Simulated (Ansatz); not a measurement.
Geometry optimisation, RKS B3LYP/def2-SVP in Ansatz.

Input file:

```yaml
crystal:
  periodic: [false, false, false]
  atoms:
    - { symbol: C, position_ang: [-1.7215, 0.8991, 1.1636] }
    - { symbol: O, position_ang: [-1.2836, -0.3224, 0.778] }
    - { symbol: Si, position_ang: [0.3549, -0.1599, 0.3264] }
    - { symbol: Al, position_ang: [1.4842, -2.2735, 0.4267] }
    - { symbol: Ge, position_ang: [0.5592, 0.6472, -1.836] }
    - { symbol: H, position_ang: [-1.7108, 1.6867, 0.3092] }
    - { symbol: H, position_ang: [-2.8147, 0.841, 1.4224] }
    - { symbol: H, position_ang: [-1.2053, 1.3518, 2.0452] }
    - { symbol: H, position_ang: [1.0936, 0.7562, 1.311] }
    - { symbol: H, position_ang: [2.9566, -2.439, 0.0785] }
    - { symbol: H, position_ang: [0.5445, -3.5632, 0.8772] }
    - { symbol: H, position_ang: [2.072, 0.7573, -2.1967] }
    - { symbol: H, position_ang: [-0.141, 2.0865, -1.9071] }
    - { symbol: H, position_ang: [-0.201, -0.2969, -2.7696] }
basis:
  gaussian: { orbitals: def2-SVP }
hamiltonian:
  xc: b3lyp
relax:
  f_tol: 0.015
  max_steps: 40
```

Launched with:

```bash
$ ansatz run input.yaml --threads 2 --pin off --max-ram 3072MiB --backend cpu --events-out ev --progress --plain --runs-dir out
```

**Question.** Where does it end, and by what steps?

**Answer.** The forces met the threshold. The force dipped under the threshold on the way, but the program's further checks kept it going. After 12 steps the energy has fallen by 0.583 eV; H6 moved furthest, 0.45 Å.

```csv
step,energy less start (eV),largest force component (eV/Å),accepted
0,0.0000,2.934,yes
1,-0.4633,1.135,yes
2,-0.5349,0.458,yes
3,-0.5586,0.447,yes
4,-0.5709,0.332,yes
5,-0.5799,0.102,yes
6,-0.5816,0.015,yes
7,-0.5823,0.095,yes
8,-0.5829,0.057,yes
9,-0.5831,0.009,yes
10,-0.5831,0.034,yes
11,-0.5832,0.024,yes
12,-0.5832,0.011,yes
```

```xyz
14
Properties=species:S:1:pos:R:3
C -1.864 0.932 1.195
O -1.048 -0.194 0.969
Si 0.528 -0.154 0.377
Al 1.407 -2.449 0.500
Ge 0.603 0.768 -1.865
H -2.098 1.472 0.257
H -2.814 0.597 1.641
H -1.393 1.653 1.892
H 1.347 0.808 1.199
H 2.922 -2.720 0.100
H 0.487 -3.665 0.938
H 2.075 0.908 -2.322
H -0.053 2.165 -1.967
H -0.112 -0.150 -2.885
```

Whether the end is a true minimum wasn't checked by a vibrational analysis.

The run took 79 s on 2 threads of Arm Neoverse V1 (shared host), peak memory 0.39 GiB.
